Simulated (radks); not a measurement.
Valence configurations of Pb I. Calculated with a radial shooting solver on a logarithmic mesh with Libxc functionals: Dirac Kohn-Sham, PBE, spin-unpolarised, spherical densities, finite nucleus; open shells fill j = l - 1/2 first; Fermi nuclear charge, rms radius 5.5012 fm. Energies are relative to [Hg] 6p2; eigenvalues in eV.

[Hg] 6p2: E (eV) 0.000; e(4f5/2) -134.18; e(4f7/2) -129.15; e(5d3/2) -21.632; e(5d5/2) -19.058; e(6p1/2) -3.993
[Xe] 4f14 5d9.5 6s2 6p2.5: E (eV) 8.644; e(4f5/2) -137.21; e(4f7/2) -132.17; e(5d3/2) -23.966; e(5d5/2) -21.326; e(6p1/2) -4.749
[Xe] 4f14 5d10 6s1 6p3: E (eV) 8.859; e(4f5/2) -136.28; e(4f7/2) -131.25; e(5d3/2) -23.624; e(5d5/2) -21.025; e(6p1/2) -5.010
[Xe] 4f14 5d9 6s2 6p3: E (eV) 18.135; e(4f5/2) -140.22; e(4f7/2) -135.19; e(5d3/2) -26.252; e(5d5/2) -23.547; e(6p1/2) -5.470
[Xe] 4f14 5d10 6p4: E (eV) 18.185; e(4f5/2) -138.22; e(4f7/2) -133.19; e(5d3/2) -25.435; e(5d5/2) -22.812; e(6p1/2) -5.905
[Xe] 4f14 5d8.5 6s2 6p3.5: E (eV) 28.465; e(4f5/2) -143.24; e(4f7/2) -138.21; e(5d3/2) -28.504; e(5d5/2) -25.734; e(6p1/2) -6.167
[Xe] 4f14 5d8 6s2 6p4: E (eV) 39.629; e(4f5/2) -146.27; e(4f7/2) -141.23; e(5d3/2) -30.730; e(5d5/2) -27.895; e(6p1/2) -6.844
[Xe] 4f13.5 5d10 6s2 6p2.5: E (eV) 65.512; e(4f5/2) -143.84; e(4f7/2) -138.74; e(5d3/2) -24.834; e(5d5/2) -22.103; e(6p1/2) -4.762
[Xe] 4f13.5 5d10 6s1.5 6p3: E (eV) 70.197; e(4f5/2) -144.88; e(4f7/2) -139.77; e(5d3/2) -25.806; e(5d5/2) -23.064; e(6p1/2) -5.255
[Xe] 4f13 5d10 6s2 6p3: E (eV) 135.58; e(4f5/2) -153.66; e(4f7/2) -148.48; e(5d3/2) -28.069; e(5d5/2) -25.183; e(6p1/2) -5.510

NIST lists [Hg] 6p2 as the ground configuration; this level of theory agrees among the configurations tried. The energies are those of spherical spin-averaged densities, not of single terms.
